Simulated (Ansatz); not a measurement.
`COB(Cl)OC` and `COB([SiH3])Cl` differ in one atom or group.

Ansatz, PBE0-D4/def2-TZVP geometries, multiplicity 1. Each molecule was computed in one conformer, which needn't be the lowest.

```json
{"property": "LUMO energy (B3LYP/def2-TZVPP) / eV", "`COB(Cl)OC`": "0.59"}
{"property": "HOMO–LUMO gap (B3LYP/def2-TZVPP) / eV", "`COB(Cl)OC`": "8.91"}
{"property": "size of the dipole moment (PBE/def2-TZVPP) / D", "`COB(Cl)OC`": "2.27"}
{"property": "size of the dipole moment (ωB97M-V/def2-TZVPP) / D", "`COB(Cl)OC`": "2.32"}
{"property": "size of the dipole moment (B3LYP/def2-TZVPP) / D", "`COB(Cl)OC`": "2.32"}
{"property": "HOMO–LUMO gap (PBE/def2-TZVPP) / eV", "`COB(Cl)OC`": "6.96"}
```

Task: Give the same properties after the change, and the shifts. (Estimate.)

Result: The calculation gave: 
| property | `COB([SiH3])Cl` | shift |
| --- | --- | --- |
| LUMO energy (B3LYP/def2-TZVPP) / eV | -1.11 | -1.70 |
| HOMO–LUMO gap (B3LYP/def2-TZVPP) / eV | 6.77 | -2.14 |
| size of the dipole moment (PBE/def2-TZVPP) / D | 2.17 | -0.10 |
| size of the dipole moment (ωB97M-V/def2-TZVPP) / D | 2.13 | -0.19 |
| size of the dipole moment (B3LYP/def2-TZVPP) / D | 2.14 | -0.18 |
| HOMO–LUMO gap (PBE/def2-TZVPP) / eV | 4.99 | -1.97 |

With PBE0 the HOMO rises by 0.46 eV and the LUMO falls by 1.86 eV, so the gap narrows by about 2.32 eV. PBE moves the HOMO by 0.17 eV and ωB97M-V by 0.69 eV. Dipoles are sizes alone; their direction can turn.

B3LYP here is the variant with VWN-RPA as its local correlation; programs differ in this.
